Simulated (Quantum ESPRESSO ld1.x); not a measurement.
Values are calculated unless marked as measured or tabulated.
Task: The aim is the promethium ion Pm+ in [Xe] 4f5 6s1. This ld1.x (Quantum ESPRESSO 7.5) run was made with `OMP_NUM_THREADS=1 ld1.x < ld1.in > ld1.out`. Can the result be used? Name any fault.

```
 &input
    zed=61.0,
    iswitch=1,
    rel=0,
    dft='R2SCAN',
    config='[Xe] 4f5 6s1',
    prefix='ld1',
    max_out_wfc=37,
    file_charge='ld1.rho',
 /
```

Output (excerpt):

```
     Program LD1 v.7.5 starts

 %%%%%%%%%%%%%%%%%%%%%%%%%%%%%%%%%%%%%%%%%%%%%%%%%%%%%%%%%%%%%%%%%%%%%%%%%%%%%%
     Error in routine set_dft_from_name (2):
     libxc needed for this functional
 %%%%%%%%%%%%%%%%%%%%%%%%%%%%%%%%%%%%%%%%%%%%%%%%%%%%%%%%%%%%%%%%%%%%%%%%%%%%%%

     stopping ...
```

Result: No (refused). The line at issue: dft='R2SCAN'. The program stops in set_dft_from_name with "libxc needed for this functional": this build has no Libxc. The sound input gives -9654.233 hartree.
